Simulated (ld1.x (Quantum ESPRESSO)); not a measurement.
u(r) = r·R(r): atom against pseudo-atom (Li)

Columns: radius, all-electron u(r) and pseudo u(r) of the 2s shell (level -2.87 eV) of lithium in the configuration [He] 2s1 2p0; PBE, non-relativistic, TM scheme, ld1.x (Quantum ESPRESSO) 7.5.

```
r (bohr)  all-electron   pseudo
   0.210        0.1781  -0.0286
   0.420        0.1710  -0.0588
   0.630        0.0947  -0.0922
   0.840       -0.0028  -0.1304
   1.050       -0.1008  -0.1745
   1.260       -0.1905  -0.2247
   1.470       -0.2684  -0.2793
   1.680       -0.3334  -0.3350
   1.890       -0.3871  -0.3870
   2.100       -0.4314  -0.4312
   2.310       -0.4658  -0.4658
   2.520       -0.4910  -0.4910
   2.730       -0.5076  -0.5076
   2.940       -0.5168  -0.5168
   3.150       -0.5193  -0.5193
   3.360       -0.5162  -0.5162
   3.570       -0.5082  -0.5082
   3.780       -0.4962  -0.4962
   3.990       -0.4810  -0.4810
   4.200       -0.4634  -0.4634
   4.410       -0.4440  -0.4440
   4.620       -0.4233  -0.4233
   4.830       -0.4020  -0.4020
   5.040       -0.3803  -0.3803
   5.250       -0.3587  -0.3587
   5.460       -0.3374  -0.3374
```

(1) How many radial nodes do the two functions have?

(2) Is the pseudo-wave norm-conserving?

## Answers

(1) The all-electron 2s function has n − l − 1 = 1; the pseudo-wave has 0, since the states of the same l below it are removed with the core.

(2) Yes: the TM scheme keeps the norm inside the radius equal to the all-electron one, which fixes the energy derivative of the logarithmic derivative at the level.
